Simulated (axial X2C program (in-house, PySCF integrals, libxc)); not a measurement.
**What spin–orbit coupling does to CuPb**

All values were computed with an in-house relativistic program for diatomic molecules. Spin-free means the one-electron spin-free X2C Hamiltonian; two-component (2c) means X2C with spin–orbit coupling and atomic mean-field two-electron Coulomb and Gaunt terms, so the difference of the two also holds small scalar two-electron terms. Basis: Pb dyall-cv3z [12s14p10d7f1g], Cu dyall-cv3z [9s9p6d3f2g] (cores contracted in-house); Gaussian nuclei, density fitting, unrestricted open shells. Masses: Pb 207.977 u, Cu 62.930 u.

Spin-free state: M_S = 1/2, Λ = 1 (beyond evenly filled blocks: π+α); fragments Pb + Cu.

| level | Re (Å) | ωe (cm⁻¹) | De (eV) | μ (D) |
| --- | --- | --- | --- | --- |
| PBE0 | 2.521 | 189.8 | 1.840 | 0.13 |
| B97-3 | 2.568 | 176.5 | 1.868 | -0.05 |

Dipoles are positive if Cu is the positive end.

(1) Within this multiplet, which Ω should lie lowest by the rule for regular and inverted multiplets?

Two-component determinant lowest at the distance of the search:

Ω = 1/2 (⟨Sz⟩ = -0.37, ⟨Lz⟩ = 0.87 at PBE0); fragments Pb + Cu.

```csv
level,Re (Å),ωe (cm⁻¹),De (eV),μ (D)
PBE0,2.539,178.2,1.281,-0.05
B97-3,2.593,163.1,1.130,-0.19
```

(2) From the two tables, how do the constants change at the PBE0 level (2c against spin-free)?

One determinant describes the state; a PBE0 search over occupations chose it and may have missed a lower one. De is counted from the lowest determinant-based energies of the atoms at the same level, without counterpoise correction. Density functionals use the spin component along the axis (collinear). Without a current term, density functionals place determinants with orbital angular momentum somewhat too high.

Answers

(1) The open π shell holds one electron, so the multiplet is regular: Ω = Λ − 1/2 = 1/2. The PBE0 2c search agrees.

(2) At the PBE0 level Re goes up by 0.018 Å and ωe falls by 11.6 cm⁻¹; De changes by -0.559 eV.
